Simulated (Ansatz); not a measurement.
Geometry optimisation, Ansatz 0.2.0, RKS B3LYP-D4/def2-SVP.

Input:

```yaml
crystal:
  periodic: [false, false, false]
  atoms:
    - { symbol: C, position_ang: [-1.3146, 1.7133, 0.6228] }
    - { symbol: S, position_ang: [-0.4518, 0.664, 1.7185] }
    - { symbol: Si, position_ang: [0.5145, -0.713, 0.4032] }
    - { symbol: C, position_ang: [1.6582, 0.2045, -0.8043] }
    - { symbol: P, position_ang: [-0.9797, -1.933, -0.6503] }
    - { symbol: H, position_ang: [-1.8987, 2.5193, 1.2045] }
    - { symbol: H, position_ang: [-2.0699, 1.2002, 0.0291] }
    - { symbol: H, position_ang: [-0.6455, 2.302, -0.0718] }
    - { symbol: H, position_ang: [1.3749, -1.6152, 1.2811] }
    - { symbol: H, position_ang: [2.1302, -0.496, -1.4292] }
    - { symbol: H, position_ang: [2.3182, 0.8215, -0.2786] }
    - { symbol: H, position_ang: [1.0033, 0.8536, -1.4266] }
    - { symbol: H, position_ang: [-0.69086, -1.57237, -1.92714] }
    - { symbol: H, position_ang: [-2.08654, -1.02639, -0.4646] }
basis:
  gaussian: { orbitals: def2-SVP }
hamiltonian:
  xc: b3lyp
  dispersion: d4
relax:
  f_tol: 0.015
  max_steps: 40
```

Launched with:

```bash
$ ansatz run input.yaml --threads 2 --pin off --max-ram 3072MiB --backend cpu --events-out ev --progress --plain --runs-dir out
```

Question: Where does it end, and by what steps?

Answer: The forces met the threshold. The force dipped under the threshold on the way, but the program's further checks kept it going. After 23 steps the energy has fallen by 0.506 eV; H13 moved furthest, 1.20 Å.

```tsv
step	energy less start (eV)	largest force component (eV/Å)	accepted
0	0.0000	3.027	yes
1	-0.3502	1.474	yes
2	-0.4184	0.430	yes
3	-0.4380	0.183	yes
4	-0.4389	0.132	yes
5	-0.4407	0.050	yes
6	-0.4422	0.014	yes
7	-0.4403	0.399	no
8	-0.4449	0.080	yes
9	-0.4476	0.196	yes
10	-0.4451	0.508	no
11	-0.4521	0.137	yes
12	-0.4581	0.104	yes
13	-0.4654	0.154	yes
14	-0.4701	0.442	yes
15	-0.4809	0.326	yes
16	-0.4993	0.042	yes
17	-0.5007	0.171	yes
18	-0.5053	0.038	yes
19	-0.5053	0.042	yes
20	-0.5061	0.014	yes
21	-0.5060	0.019	no
22	-0.5062	0.016	yes
23	-0.5062	0.008	yes
```

```xyz
14
Properties=species:S:1:pos:R:3
C -1.341 1.802 0.477
S -0.484 0.707 1.677
Si 0.511 -0.674 0.347
C 1.763 0.189 -0.767
P -0.879 -1.896 -0.991
H -1.908 2.533 1.068
H -2.043 1.234 -0.151
H -0.627 2.343 -0.161
H 1.189 -1.620 1.278
H 2.308 -0.548 -1.379
H 2.490 0.751 -0.161
H 1.266 0.896 -1.451
H -1.492 -0.748 -1.584
H -1.892 -2.046 0.004
```

Whether the end is a true minimum wasn't checked by a vibrational analysis.

Time of the run: 110 s on 2 threads of Arm Neoverse V1 (shared host), peak memory 0.33 GiB.
